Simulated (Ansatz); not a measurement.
`C#[C][GeH2][OH]` and `[OH][GeH2][C]#C[SiH3]` differ in one atom or group.

Ansatz, PBE0-D4/def2-TZVP geometries, multiplicity 1. Each molecule was computed in one conformer, which needn't be the lowest.

Scalar relativity is left out up to krypton.

| property | `C#[C][GeH2][OH]` |
| --- | --- |
| HOMO energy (PBE0/def2-TZVPP) / eV | -8.20 |
| HOMO–LUMO gap (B3LYP/def2-TZVPP) / eV | 7.26 |
| HOMO energy (B3LYP/def2-TZVPP) / eV | -7.97 |
| HOMO energy (PBE/def2-TZVPP) / eV | -6.86 |
| LUMO energy (B3LYP/def2-TZVPP) / eV | -0.71 |
| LUMO energy (ωB97M-V/def2-TZVPP) / eV | 1.40 |

(1) What does the change do to each property? (Best estimate.)

Results:

(1) Computed: 
| property | `[OH][GeH2][C]#C[SiH3]` | shift |
| --- | --- | --- |
| HOMO energy (PBE0/def2-TZVPP) / eV | -8.21 | -0.01 |
| HOMO–LUMO gap (B3LYP/def2-TZVPP) / eV | 6.84 | -0.42 |
| HOMO energy (B3LYP/def2-TZVPP) / eV | -7.97 | 0.00 |
| HOMO energy (PBE/def2-TZVPP) / eV | -6.96 | -0.10 |
| LUMO energy (B3LYP/def2-TZVPP) / eV | -1.13 | -0.42 |
| LUMO energy (ωB97M-V/def2-TZVPP) / eV | 1.00 | -0.40 |

B3LYP here is the variant with VWN-RPA as its local correlation; programs differ in this.
